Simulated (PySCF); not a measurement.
Species: C₅H₉NOSi.
Atom-mapped SMILES: `[CH3:1][C:2](=[O:3])[Si@@H:4]1[CH:5]=[CH:6][CH2:7][NH:8]1`

NICS = −σ at a ghost point: NICS(0) at the centroid of the ring atoms, NICS(1) 1 Å to either side along the normal of their mean plane, zz for the tensor component along that normal. Level: GIAO PBE0/pcSseg-1 (PySCF, non-relativistic, gas phase) on the GFN2-xTB geometry, one conformer.

Ring bond lengths (Å), with Mayer bond orders in brackets: Si4–C5 1.877 (0.88), C5–C6 1.326 (1.90), C6–C7 1.494 (1.06), C7–N8 1.446 (0.98), N8–Si4 1.722 (0.97).

**Question.** What do the NICS probes read (ppm)?

**Answer.** 
```json
{"ring": "Si4–C5–C6–C7–N8", "type": "5-membered ring with N and Si; formal bonds 1 double, 4 single", "NICS(0)": "-4.3", "NICS(1), two faces": "-3.2 / -3.2", "NICS(1)zz, two faces": "-5.6 / -6.1", "rms pucker (Å)": "0.07", "centre to ring atoms, mean (Å)": "1.33"}
```

**Question.** What can be read from them?

**Answer.** 
- Si4–C5–C6–C7–N8: mean NICS(1)zz -5.9 ppm, shielded. Si4, C7 have four or more neighbours, so the value isn't read as a sign of a π ring current.

**Question.** At the second NICS(1) probe listed for ring Si4–C5–C6–C7–N8, 1 Å off the ring, how large is the induced field along the normal in 14.1 T applied along it?

**Answer.** NICSzz × B0 = -6.1 ppm × 14.1 T = -86 μT, against the applied field.

**Question.** Give the inner angles of the rings and the Hirshfeld charges of the ring atoms.

**Answer.** 
- Si4–C5–C6–C7–N8: Si4 89.4° (+0.374 e), C5 109.7° (-0.153 e), C6 116.8° (-0.031 e), C7 107.2° (-0.025 e), N8 114.4° (-0.245 e); sum 537.5° against 540° for a flat convex ring.

**Question.** What are the shieldings of the ring atoms and their hydrogens in the same run (means over atoms taken as equivalent)?

**Answer.** 
| atoms | environment | σ isotropic (ppm) |
| --- | --- | --- |
| Si4 | SiH silicon | 380.4 |
| C5 | alkene CH carbon | 55.4 |
| C6 | alkene CH carbon | 28.0 |
| C7 | sp3 carbon bound to nitrogen | 128.5 |
| N8 | silicon-bound nitrogen | 234.4 |
| H on Si4 | Si–H hydrogen | 26.69 |
| H on C5 | vinylic hydrogen | 25.53 |
| H on C6 | vinylic hydrogen | 24.36 |
| H on C7 | methylene hydrogen | 27.41 |
| H on C7 | methylene hydrogen | 27.35 |
| H on N8 | N–H hydrogen | 31.02 |
